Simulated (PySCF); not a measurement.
InCl2, SMILES [Cl][In+][Cl], charge +1.

Coordinates come from a B3LYP-D3(BJ)/def2-TZVP optimisation. The spin state was assumed, not searched. The isomer is the one that the SMILES or the coordinates give; other isomers of the formula were not compared. The def2 effective core potentials stand for the cores of In; spin–orbit coupling is left out.

The numbers are results of TDDFT-PBE/def2-SVPD in PySCF, not measurements.

Vertical excitations; the highest root listed may be one member of a degenerate set. Gas-phase values at a fixed geometry. State labels are in the subgroup D2h.

Computed UV-visible absorptions:
| state | symmetry | energy (eV) | λ (nm) | f | main pairs |
|---|---|---|---|---|---|
| S1 | B2g | 3.72 | 334 | 0.000 | HOMO−1→LUMO (degenerate set) |
| S2 | B3g | 3.72 | 334 | 0.000 | HOMO→LUMO (degenerate set) |
| S3 | B2u | 4.13 | 300 | 0.012 | HOMO−3→LUMO (degenerate set) |
| S4 | B3u | 4.13 | 300 | 0.012 | HOMO−2→LUMO (degenerate set) |
| S5 | Au | 5.78 | 215 | 0.000 | HOMO−1→LUMO+1 50 %, HOMO→LUMO+2 50 % |
| S6 | B1u | 5.82 | 213 | 0.008 | HOMO−4→LUMO 39 %, HOMO→LUMO+1 30 %, HOMO−1→LUMO+2 30 % |
| S7 | B1u | 5.85 | 212 | 0.000 | HOMO−1→LUMO+2, HOMO→LUMO+1 (degenerate set) |
| S8 | Au | 5.85 | 212 | 0.000 | HOMO→LUMO+2, HOMO−1→LUMO+1 (degenerate set) |
| S9 | B1g | 6.17 | 201 | 0.000 | HOMO−2→LUMO+1 50 %, HOMO−3→LUMO+2 50 % |
| S10 | Ag | 6.25 | 198 | 0.000 | HOMO−3→LUMO+1 50 %, HOMO−2→LUMO+2 50 % |
| T1 | B2g | 3.30 | 376 | 0 | HOMO−1→LUMO (degenerate set) |
| T2 | B3g | 3.30 | 376 | 0 | HOMO→LUMO (degenerate set) |
| T3 | B2u | 3.67 | 338 | 0 | HOMO−3→LUMO (degenerate set) |
| T4 | B3u | 3.67 | 338 | 0 | HOMO−2→LUMO (degenerate set) |
Triplets are in the Tamm–Dancoff approximation, which puts them higher than full response would, so one can lie above its singlet here.
